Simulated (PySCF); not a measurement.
PySCF input (M06-2X/def2-TZVPD):

```python
from pyscf import gto, scf, dft

mol = gto.M(
    atom='''
    C    -0.95638991    0.82574288   -0.19958455
    C     0.32370432    1.18231593   -0.15172382
    C     1.24855542    0.04030646    0.09280502
    C     0.26354695   -1.10463437    0.18656537
    C    -0.98519863   -0.63736737    0.01760717
    H    -1.82250677    1.44905745   -0.36165688
    H     1.82908212    0.16349392    1.01248088
    H     1.96640552   -0.09668603   -0.72200438
    H     0.55483327   -2.12930551    0.36333211
    H    -1.89312310   -1.22474110    0.03383308
    ''',
    basis='def2-tzvpd',
    charge=0,
    spin=1,
    verbose=4,
)

mf = dft.UKS(mol, xc='m062x').density_fit(auxbasis='def2-universal-jkfit')
mf.grids.level = 4
mf.conv_tol = 1e-9
mf.max_cycle = 100
mf.max_memory = 1500
mf.kernel()
if not mf.converged:
    mf = mf.newton()
    mf.kernel(mf.make_rdm1())
for _ in range(2):
    mo, _, stable, _ = mf.stability(return_status=True)
    if stable:
        break
    mf.kernel(mf.make_rdm1(mo, mf.mo_occ))
mf.analyze()
```

Output:

```
PySCF version 2.14.0

[INPUT] verbose = 4
[INPUT] num. atoms = 10
[INPUT] num. electrons = 35
[INPUT] charge = 0
[INPUT] spin (= nelec alpha-beta = 2S) = 1
[INPUT] symmetry False subgroup None
[INPUT] Mole.unit = angstrom
[INPUT] Symbol           X                Y                Z      unit          X                Y                Z       unit  Magmom
[INPUT]  1 C     -0.956389910000   0.825742880000  -0.199584550000 AA   -1.807314998197   1.560427892510  -0.377160138195 Bohr   0.0
[INPUT]  2 C      0.323704320000   1.182315930000  -0.151723820000 AA    0.611712510139   2.234253300410  -0.286716466373 Bohr   0.0
[INPUT]  3 C      1.248555420000   0.040306460000   0.092805020000 AA    2.359427795141   0.076168170451   0.175376070785 Bohr   0.0
[INPUT]  4 C      0.263546950000  -1.104634370000   0.186565370000 AA    0.498031556464  -2.087456427081   0.352557453628 Bohr   0.0
[INPUT]  5 C     -0.985198630000  -0.637367370000   0.017607170000 AA   -1.861755588997  -1.204449770034   0.033272729129 Bohr   0.0
[INPUT]  6 H     -1.822506770000   1.449057450000  -0.361656880000 AA   -3.444038655466   2.738321719261  -0.683432454265 Bohr   0.0
[INPUT]  7 H      1.829082120000   0.163493920000   1.012480880000 AA    3.456464266139   0.308958731832   1.913311569559 Bohr   0.0
[INPUT]  8 H      1.966405520000  -0.096686030000  -0.722004380000 AA    3.715967882633  -0.182710116771  -1.364390538936 Bohr   0.0
[INPUT]  9 H      0.554833270000  -2.129305510000   0.363332110000 AA    1.048482925097  -4.023804249427   0.686598180160 Bohr   0.0
[INPUT] 10 H     -1.893123100000  -1.224741100000   0.033833080000 AA   -3.577484179088  -2.314425252499   0.063935255150 Bohr   0.0

nuclear repulsion = 148.470822036656
number of shells = 90
number of NR pGTOs = 315
number of NR cGTOs = 230
basis = def2-tzvpd
ecp = {}

******** <class 'pyscf.df.df_jk.DFUKS'> ********
method = DFUKS
initial guess = minao
damping factor = 0
level_shift factor = 0
DIIS = <class 'pyscf.scf.diis.CDIIS'>
diis_start_cycle = 1
diis_space = 8
diis_damp = 0
SCF conv_tol = 1e-09
SCF conv_tol_grad = None
SCF max_cycles = 100
direct_scf = False
number electrons alpha = 18  beta = 17
XC library pyscf.dft.libxc version 7.1.2
    S. Lehtola, C. Steigemann, M. J. T. Oliveira, and M. A. L. Marques,  SoftwareX 7, 1–5 (2018)
XC functionals = m062x
    Y. Zhao and D. G. Truhlar,  Theor. Chem. Acc. 120, 215 (2008)
    Y. Zhao and D. G. Truhlar,  Theor. Chem. Acc. 120, 215 (2008)
radial grids:
    Treutler-Ahlrichs [JCP 102, 346 (1995); DOI:10.1063/1.469408] (M4) radial grids

becke partition: Becke, JCP 88, 2547 (1988); DOI:10.1063/1.454033
pruning grids: <function nwchem_prune>
grids dens level: 4
symmetrized grids: False
atomic radii adjust function: <function treutler_atomic_radii_adjust>
small_rho_cutoff = 0
Set gradient conv threshold to 3.16228e-05
tot grids = 221584
******** <class 'pyscf.df.df.DF'> ********
auxbasis = def2-universal-jkfit
[...]
  beta  nocc = 17  HOMO = -0.274854730724975  LUMO = -0.0592050137701392
  HOMO = -0.274854730725  LUMO = -0.0592050137701  gap/eV = 5.86813
Extra cycle  E= -193.389481163948  delta_E= 4.66e-12  |g|= 8.79e-06  |ddm|= 2.18e-05
converged SCF energy = -193.389481163948  <S^2> = 0.77006461  2S+1 = 2.019965
uhf_internal: lowest eigs of H = [0.13860043 0.19206964 0.32745362]
<class 'pyscf.df.df_jk.DFUKS'> wavefunction is stable in the internal stability analysis
**** SCF Summaries ****
Total Energy =                        -193.389481163947579
Nuclear Repulsion Energy =             148.470822036655790
One-electron Energy =                 -552.753204492690202
Two-electron Energy =                  210.892901292086833
Two-electron Coulomb Energy =          239.759388823211822
DFT Exchange-Correlation Energy =      -28.866487531124989
HOMO-LUMO gap [eV] =                     5.868127693161779
**** MO energy ****
                             alpha | beta                alpha | beta
MO #1   energy= -10.567052610192   | -10.5565654099921  occ= 1 | 1
MO #2   energy= -10.5535380666186  | -10.5529480249551  occ= 1 | 1
MO #3   energy= -10.5452426296749  | -10.5442601256909  occ= 1 | 1
MO #4   energy= -10.5414222329131  | -10.5412026649424  occ= 1 | 1
MO #5   energy= -10.5403256096726  | -10.5406252687608  occ= 1 | 1
MO #6   energy= -0.97296756447118  | -0.963276699328336 occ= 1 | 1
MO #7   energy= -0.807222586467856 | -0.803567741264348 occ= 1 | 1
MO #8   energy= -0.799830162194271 | -0.783898026792257 occ= 1 | 1
MO #9   energy= -0.63166485217231  | -0.625970119439154 occ= 1 | 1
MO #10  energy= -0.610554374084629 | -0.605945586638122 occ= 1 | 1
MO #11  energy= -0.562154237545105 | -0.530810183181077 occ= 1 | 1
MO #12  energy= -0.51766283039824  | -0.512957822416705 occ= 1 | 1
MO #13  energy= -0.462878787148068 | -0.456497578508597 occ= 1 | 1
MO #14  energy= -0.451708702483914 | -0.443113948584158 occ= 1 | 1
MO #15  energy= -0.423993997432373 | -0.418818908390353 occ= 1 | 1
MO #16  energy= -0.371304262848867 | -0.369380827261949 occ= 1 | 1
MO #17  energy= -0.316555323982605 | -0.274854730724975 occ= 1 | 1
MO #18  energy= -0.288593474242969 | -0.0592050137701392 occ= 1 | 0
MO #19  energy= 0.00517896181822623 | 0.0171923878188236 occ= 0 | 0
MO #20  energy= 0.0227857733168851 | 0.0231623757560141 occ= 0 | 0
MO #21  energy= 0.0385782834143333 | 0.0394325044960319 occ= 0 | 0
MO #22  energy= 0.046784865135306  | 0.0520561186428301 occ= 0 | 0
MO #23  energy= 0.0634425759213944 | 0.0632045655063214 occ= 0 | 0
MO #24  energy= 0.0643628679819114 | 0.0787034573745971 occ= 0 | 0
MO #25  energy= 0.0918465299325461 | 0.0923521536020939 occ= 0 | 0
MO #26  energy= 0.0975061121618012 | 0.0935331736143955 occ= 0 | 0
MO #27  energy= 0.0996369589196243 | 0.0991197251925951 occ= 0 | 0
MO #28  energy= 0.148291176817821  | 0.142745097401106  occ= 0 | 0
MO #29  energy= 0.15074143240321   | 0.152404440108291  occ= 0 | 0
MO #30  energy= 0.154202103757425  | 0.152720365365041  occ= 0 | 0
MO #31  energy= 0.168294278571346  | 0.167606421707116  occ= 0 | 0
MO #32  energy= 0.179813426184032  | 0.171620653438925  occ= 0 | 0
MO #33  energy= 0.180865742197157  | 0.174443626117832  occ= 0 | 0
MO #34  energy= 0.192797305781377  | 0.19166256533362   occ= 0 | 0
MO #35  energy= 0.218672583852769  | 0.200525805037509  occ= 0 | 0
MO #36  energy= 0.220752479165935  | 0.215656269640353  occ= 0 | 0
MO #37  energy= 0.225336847931379  | 0.223143262840256  occ= 0 | 0
MO #38  energy= 0.228033098010099  | 0.224818164497743  occ= 0 | 0
MO #39  energy= 0.233082144158357  | 0.228184854946561  occ= 0 | 0
MO #40  energy= 0.236014592272999  | 0.230476558954792  occ= 0 | 0
MO #41  energy= 0.247516384962981  | 0.241411459958667  occ= 0 | 0
MO #42  energy= 0.258304172787236  | 0.248226986423729  occ= 0 | 0
MO #43  energy= 0.277781695979458  | 0.271216408075254  occ= 0 | 0
MO #44  energy= 0.282187973308379  | 0.276182396398795  occ= 0 | 0
MO #45  energy= 0.283794177871036  | 0.280428183493725  occ= 0 | 0
MO #46  energy= 0.284772608596487  | 0.285319082051324  occ= 0 | 0
MO #47  energy= 0.298470210305616  | 0.297553436273408  occ= 0 | 0
MO #48  energy= 0.307445432435579  | 0.30877761219241   occ= 0 | 0
MO #49  energy= 0.315471455862446  | 0.310732623141465  occ= 0 | 0
MO #50  energy= 0.31881254307316   | 0.312267806612351  occ= 0 | 0
MO #51  energy= 0.320900327197589  | 0.317389220957926  occ= 0 | 0
MO #52  energy= 0.330266312408086  | 0.331059695860544  occ= 0 | 0
MO #53  energy= 0.345212439584265  | 0.343448878358339  occ= 0 | 0
MO #54  energy= 0.35412094473542   | 0.353113265882739  occ= 0 | 0
MO #55  energy= 0.355578135332818  | 0.355381802014726  occ= 0 | 0
MO #56  energy= 0.378999696442935  | 0.369877129950147  occ= 0 | 0
MO #57  energy= 0.379945600244352  | 0.372170800171267  occ= 0 | 0
MO #58  energy= 0.390758841911105  | 0.384331828952491  occ= 0 | 0
MO #59  energy= 0.411117497472403  | 0.409019299754607  occ= 0 | 0
MO #60  energy= 0.415165596948422  | 0.415310066785248  occ= 0 | 0
MO #61  energy= 0.418524664846375  | 0.417418455829522  occ= 0 | 0
MO #62  energy= 0.423611508752699  | 0.419977165242353  occ= 0 | 0
MO #63  energy= 0.430169316488625  | 0.430851201968791  occ= 0 | 0
MO #64  energy= 0.438648668460466  | 0.437968260769791  occ= 0 | 0
MO #65  energy= 0.455168824391797  | 0.445843014337904  occ= 0 | 0
MO #66  energy= 0.459419609984384  | 0.449125256255131  occ= 0 | 0
MO #67  energy= 0.461559303449686  | 0.452500315596685  occ= 0 | 0
MO #68  energy= 0.468219594985786  | 0.465385753754762  occ= 0 | 0
MO #69  energy= 0.474576001616453  | 0.473030107668721  occ= 0 | 0
MO #70  energy= 0.503162629023724  | 0.495929345567966  occ= 0 | 0
MO #71  energy= 0.510834457644328  | 0.504998572363305  occ= 0 | 0
MO #72  energy= 0.512677920668542  | 0.510059324472689  occ= 0 | 0
MO #73  energy= 0.534954731726404  | 0.533753064613767  occ= 0 | 0
MO #74  energy= 0.551023632800143  | 0.538901436143028  occ= 0 | 0
MO #75  energy= 0.555943248975431  | 0.55204656803758   occ= 0 | 0
MO #76  energy= 0.558951848355437  | 0.55923394452676   occ= 0 | 0
MO #77  energy= 0.576977370906238  | 0.575950400324233  occ= 0 | 0
MO #78  energy= 0.585175393821651  | 0.58583909825347   occ= 0 | 0
MO #79  energy= 0.625954716215909  | 0.620065639750402  occ= 0 | 0
MO #80  energy= 0.627802167939749  | 0.62748769053827   occ= 0 | 0
MO #81  energy= 0.635165649975357  | 0.634648236942593  occ= 0 | 0
MO #82  energy= 0.656775873296402  | 0.647363505495454  occ= 0 | 0
MO #83  energy= 0.657225904270468  | 0.652657468068135  occ= 0 | 0
MO #84  energy= 0.661330940348903  | 0.660245893480096  occ= 0 | 0
MO #85  energy= 0.680744289982335  | 0.673860056438494  occ= 0 | 0
MO #86  energy= 0.687201343464902  | 0.686710071171088  occ= 0 | 0
MO #87  energy= 0.700392302698216  | 0.698886942178828  occ= 0 | 0
MO #88  energy= 0.709225305903917  | 0.706607842067802  occ= 0 | 0
MO #89  energy= 0.721142799637757  | 0.716093043166402  occ= 0 | 0
MO #90  energy= 0.726295239095644  | 0.726265315753135  occ= 0 | 0
MO #91  energy= 0.730072050682505  | 0.728911840688941  occ= 0 | 0
MO #92  energy= 0.737882447944411  | 0.739302205042136  occ= 0 | 0
MO #93  energy= 0.745549791774604  | 0.744826887200093  occ= 0 | 0
MO #94  energy= 0.751567063016652  | 0.750194496570096  occ= 0 | 0
MO #95  energy= 0.774479530274384  | 0.770541647811155  occ= 0 | 0
MO #96  energy= 0.783487689040645  | 0.782804966751972  occ= 0 | 0
MO #97  energy= 0.821134794477214  | 0.819553741723956  occ= 0 | 0
MO #98  energy= 0.834911347481621  | 0.837716544766358  occ= 0 | 0
MO #99  energy= 0.851808693811399  | 0.843193944651926  occ= 0 | 0
MO #100 energy= 0.862365697459198  | 0.851899610851386  occ= 0 | 0
MO #101 energy= 0.929143395559028  | 0.932836873882599  occ= 0 | 0
MO #102 energy= 0.934585553325513  | 0.936282509909958  occ= 0 | 0
MO #103 energy= 0.957175513027771  | 0.957730312289936  occ= 0 | 0
MO #104 energy= 0.972669660145781  | 0.981172952152548  occ= 0 | 0
[...]
```

It need not be the lowest isomer of its formula.
